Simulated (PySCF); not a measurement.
Simulation results for CH₃FOSi, C₂H₆OSi, C₂H₆FSi, CH₃F₂Si and others

All values are calculated (PySCF 2.14.0). Calculation on a computer-drawn molecule: the log of a Hartree-Fock and frozen-core CCSD(T) single point meant for a local Hartree-Fock minimum, with one planted fault or none, to be diagnosed. Offsets are logged minus clean, where the clean run is the same molecule without the fault. The reference is restricted for singlets and unrestricted otherwise, and also for a bond in bohr or an excited solution. Adding or removing an electron swaps singlet and doublet. The excited solution moves the top pair (singlet) or top alpha electron (doublet) to the lowest empty orbital. Highest occupied and lowest empty are orbital energies over both spins, largest force is the largest gradient component, triples share is (T) over the correlation energy, the T1 limit is 0.02 restricted and 0.045 unrestricted, electrons count all cores, a negative frequency is imaginary (commonest isotopes), and the dipole is about the centre of nuclear charge.

Common to all runs: meant charge 0; meant basis cc-pV(D+d)Z; logged SCF converged yes; logged CC converged yes; logged SCF stable within its kind yes; possible faults no fault, one electron removed, one electron added, multiplicity raised by two, geometry at a saddle point, SCF held on an excited solution, minimal basis STO-3G, one bond length entered in bohr, all coordinates scaled.

```yaml
- entry: 1
  formula: CH3FOSi
  logged_structure:
    atoms_angstrom:
      - [C, -0.0778, 0.2175, 0.4764]
      - [Si, -1.0439, 1.2852, 1.6218]
      - [O, -2.2088, 0.95, 2.4844]
      - [F, -0.3962, 2.7378, 1.5442]
      - [H, -0.4532, -0.8042, 0.4953]
      - [H, -0.1457, 0.614, -0.5398]
      - [H, 0.9768, 0.2284, 0.762]
  given:
    meant_multiplicity: 1
    logged_electrons: 39
    logged_basis_functions: 80
    logged_spin_squared: 0.7562
    "logged_highest_occupied [eV]": -20.659
    "logged_lowest_empty [eV]": -7.1356
    "logged_largest_force [hartree/bohr]": 0.14685
    logged_T1_diagnostic: 0.020003
    logged_D1_diagnostic: 0.096404
    logged_triples_share: 0.022882
    "logged_dipole_magnitude [debye]": 2.6404
    "logged_energy_HF [hartree]": -502.58793
    "logged_energy_CCSD(T) [hartree]": -503.18012
    drawn_bonds_atom: [1, 2, 2, 1, 1, 1]
    drawn_bonds_other_atom: [2, 3, 4, 5, 6, 7]
    drawn_bonds_order: [1, 2, 1, 1, 1, 1]
  results:
    planted_fault: "one electron removed"
    "HF_energy_offset_from_clean_run [kcal/mol]": 215.9
    "CCSD(T)_energy_offset_from_clean_run [kcal/mol]": 249.2
- entry: 2
  formula: C2H6OSi
  logged_structure:
    atoms_angstrom:
      - [C, -0.87, -0.7134, 0.7659]
      - [Si, -1.7783, 0.9089, 0.7716]
      - [C, -1.5041, 1.8638, -0.8]
      - [O, -2.631, 1.3903, 1.909]
      - [H, -1.0617, -1.2685, 1.6843]
      - [H, -1.1766, -1.322, -0.0906]
      - [H, 0.2076, -0.5456, 0.6702]
      - [H, -1.8649, 1.2912, -1.6606]
      - [H, -0.436, 2.0425, -0.9594]
      - [H, -2.0247, 2.821, -0.7682]
  given:
    meant_multiplicity: 1
    logged_electrons: 39
    logged_basis_functions: 95
    logged_spin_squared: 0.7599
    "logged_highest_occupied [eV]": -18.303
    "logged_lowest_empty [eV]": -5.7906
    "logged_largest_force [hartree/bohr]": 0.1236
    logged_T1_diagnostic: 0.029983
    logged_D1_diagnostic: 0.18007
    logged_triples_share: 0.028019
    "logged_dipole_magnitude [debye]": 1.8379
    "logged_energy_HF [hartree]": -442.75369
    "logged_energy_CCSD(T) [hartree]": -443.33001
    drawn_bonds_atom: [1, 2, 2, 1, 1, 1, 3, 3, 3]
    drawn_bonds_other_atom: [2, 3, 4, 5, 6, 7, 8, 9, 10]
    drawn_bonds_order: [1, 1, 2, 1, 1, 1, 1, 1, 1]
  results:
    planted_fault: "one electron removed"
    "HF_energy_offset_from_clean_run [kcal/mol]": 188.5
    "CCSD(T)_energy_offset_from_clean_run [kcal/mol]": 221.6
- entry: 3
  formula: C2H6FSi
  logged_structure:
    atoms_angstrom:
      - [C, -1.6456, -2.0371, -2.098]
      - [Si, -1.2994, -0.4894, -1.4817]
      - [C, -1.8414, 0.7577, -2.5043]
      - [F, -2.0336, -0.3552, -0.2043]
      - [H, -1.1856, -2.1804, -2.9661]
      - [H, -1.352, -2.7469, -1.4705]
      - [H, -2.6243, -2.1367, -2.2425]
      - [H, -2.8213, 0.6767, -2.6522]
      - [H, -1.3877, 0.711, -3.3862]
      - [H, -1.6611, 1.6495, -2.1094]
  given:
    meant_multiplicity: 2
    logged_electrons: 41
    logged_basis_functions: 95
    logged_spin_squared: 0.7519
    "logged_highest_occupied [eV]": -8.158
    "logged_lowest_empty [eV]": 2.8694
    "logged_largest_force [hartree/bohr]": 0.12549
    logged_T1_diagnostic: 0.01021
    logged_D1_diagnostic: 0.039173
    logged_triples_share: 0.020769
    "logged_dipole_magnitude [debye]": 1.6773
    "logged_energy_HF [hartree]": -467.55722
    "logged_energy_CCSD(T) [hartree]": -468.1586
    drawn_bonds_atom: [1, 2, 2, 1, 1, 1, 3, 3, 3]
    drawn_bonds_other_atom: [2, 3, 4, 5, 6, 7, 8, 9, 10]
    drawn_bonds_order: [1, 1, 1, 1, 1, 1, 1, 1, 1]
  results:
    planted_fault: "all coordinates scaled, by -9.2 %"
    "HF_energy_offset_from_clean_run [kcal/mol]": 59.92
    "CCSD(T)_energy_offset_from_clean_run [kcal/mol]": 69.41
- entry: 4
  formula: C2H6FSi
  logged_structure:
    atoms_angstrom:
      - [C, -1.8124, -2.2435, -2.3105]
      - [Si, -1.431, -0.539, -1.6318]
      - [C, -2.028, 0.8345, -2.758]
      - [F, -2.2397, -0.3912, -0.225]
      - [H, -1.3058, -2.4013, -3.2667]
      - [H, -1.489, -3.0252, -1.6195]
      - [H, -2.8902, -2.3532, -2.4697]
      - [H, -3.1072, 0.7452, -2.9209]
      - [H, -1.5283, 0.783, -3.7293]
      - [H, -1.8294, 1.8167, -2.3232]
  given:
    meant_multiplicity: 2
    logged_electrons: 41
    logged_basis_functions: 30
    logged_spin_squared: 0.7518
    "logged_highest_occupied [eV]": -6.0518
    "logged_lowest_empty [eV]": 6.1827
    "logged_largest_force [hartree/bohr]": 0.010236
    logged_T1_diagnostic: 0.011213
    logged_D1_diagnostic: 0.067162
    logged_triples_share: 0.015565
    "logged_dipole_magnitude [debye]": 1.4619
    "logged_energy_HF [hartree]": -461.9481
    "logged_energy_CCSD(T) [hartree]": -462.14679
    drawn_bonds_atom: [1, 2, 2, 1, 1, 1, 3, 3, 3]
    drawn_bonds_other_atom: [2, 3, 4, 5, 6, 7, 8, 9, 10]
    drawn_bonds_order: [1, 1, 1, 1, 1, 1, 1, 1, 1]
  results:
    planted_fault: "minimal basis STO-3G"
    "HF_energy_offset_from_clean_run [kcal/mol]": 3580
    "CCSD(T)_energy_offset_from_clean_run [kcal/mol]": 3842
- entry: 5
  formula: CH3F2Si
  logged_structure:
    atoms_angstrom:
      - [C, -2.5359, -0.0826, 0.196]
      - [Si, -1.197, 0.0103, -1.0929]
      - [F, -1.0009, 1.5468, -1.5351]
      - [F, 0.2023, -0.4305, -0.4277]
      - [H, -2.6527, -1.107, 0.5553]
      - [H, -2.266, 0.5588, 1.04]
      - [H, -3.4886, 0.2578, -0.2144]
  given:
    meant_multiplicity: 2
    logged_electrons: 41
    logged_basis_functions: 80
    logged_spin_squared: 0.7534
    "logged_highest_occupied [eV]": -9.9456
    "logged_lowest_empty [eV]": 1.5244
    "logged_largest_force [hartree/bohr]": 1.5453e-05
    "logged_lowest_frequency [cm^-1]": 136.56
    logged_T1_diagnostic: 0.0134
    logged_D1_diagnostic: 0.053633
    logged_triples_share: 0.019341
    "logged_dipole_magnitude [debye]": 2.5749
    "logged_energy_HF [hartree]": -527.53055
    "logged_energy_CCSD(T) [hartree]": -528.16292
    drawn_bonds_atom: [1, 2, 2, 1, 1, 1]
    drawn_bonds_other_atom: [2, 3, 4, 5, 6, 7]
    drawn_bonds_order: [1, 1, 1, 1, 1, 1]
  results:
    planted_fault: "no fault"
    "HF_energy_offset_from_clean_run [kcal/mol]": 0.0
    "CCSD(T)_energy_offset_from_clean_run [kcal/mol]": 0.0
- entry: 6
  formula: CH6NOSi
  logged_structure:
    atoms_angstrom:
      - [C, 0.962, -1.2701, -0.6388]
      - [Si, -0.1552, -1.8952, -2.0166]
      - ["N", -1.6085, -0.9589, -1.9593]
      - [O, 0.5185, -1.6847, -3.5162]
      - [H, 1.9219, -1.7917, -0.6525]
      - [H, 1.151, -0.1976, -0.7575]
      - [H, 0.5054, -1.4303, 0.3424]
      - [H, -2.3418, -1.1713, -2.6119]
      - [H, -2.011, -0.7576, -1.0617]
      - [H, 0.5065, -0.8065, -3.8719]
  given:
    meant_multiplicity: 2
    logged_electrons: 41
    logged_basis_functions: 30
    logged_spin_squared: 0.7525
    "logged_highest_occupied [eV]": -5.5685
    "logged_lowest_empty [eV]": 6.3807
    "logged_largest_force [hartree/bohr]": 0.048238
    logged_T1_diagnostic: 0.01334
    logged_D1_diagnostic: 0.078995
    logged_triples_share: 0.013874
    "logged_dipole_magnitude [debye]": 1.5983
    "logged_energy_HF [hartree]": -454.07206
    "logged_energy_CCSD(T) [hartree]": -454.27647
    drawn_bonds_atom: [1, 2, 2, 1, 1, 1, 3, 3, 4]
    drawn_bonds_other_atom: [2, 3, 4, 5, 6, 7, 8, 9, 10]
    drawn_bonds_order: [1, 1, 1, 1, 1, 1, 1, 1, 1]
  results:
    planted_fault: "minimal basis STO-3G"
    "HF_energy_offset_from_clean_run [kcal/mol]": 3508
    "CCSD(T)_energy_offset_from_clean_run [kcal/mol]": 3781
```
